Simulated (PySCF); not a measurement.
# Spin states and ions at one geometry of [PbCl5]−

PySCF 2.14.0, RKS BP86, Pb def2-SVP with ECP60, Cl def2-SVP; non-relativistic Hamiltonian with scalar-relativistic core potentials where named; density fitting; no spin-orbit coupling; singlets restricted, open shells unrestricted. The geometry is relaxed for charge -1, singlet, vacuum:

```xyz
6

Pb    0.0000    0.0000   -0.0270
Cl    0.0000    0.0000    2.4868
Cl    2.4925    0.0000   -0.5906
Cl    0.0000    2.4925   -0.5906
Cl   -2.4925    0.0000   -0.5906
Cl    0.0000   -2.4925   -0.5906
```

Energies count from the relaxed state; an electron taken off or put on is at rest in vacuum. Charges and spins are Mulliken's.

```json
{"state": "charge -1, singlet, vacuum", "energy (eV)": "0.00", "spin squared": "0.00", "charge on Pb1 (e)": "0.68", "spin on Pb1 (e)": "0.00", "dipole about the centre of mass (D)": "0.19"}
{"state": "charge -1, triplet, vacuum", "energy (eV)": "1.54", "spin squared": "2.00", "charge on Pb1 (e)": "0.59", "spin on Pb1 (e)": "0.24", "dipole about the centre of mass (D)": "1.25"}
```

Task: What does the state charge 0, doublet, vacuum give?

Result: energy (eV) 5.26, spin squared 0.75, charge on Pb1 (e) 0.73, spin on Pb1 (e) -0.03, dipole about the centre of mass (D) 1.20.

With an electron taken off (doublet) the charges change, summed by element, by Pb +0.05 e, Cl +0.95 e. The vertical ionisation energy is 5.26 eV, against −ε(HOMO) = 2.68 eV of the relaxed state. The level lies 2.6 eV too high, as is usual for semilocal functionals and global hybrids, which keep a self-interaction error.

Open shells may have lower solutions than those found. Hard to converge, so the more doubtful: charge 0, doublet, vacuum. The basis has no diffuse functions, which an anion needs.

A frequency check found unstable modes (1, the lowest at -39 cm⁻¹), so the relaxed geometry is a saddle point, or these are noise.
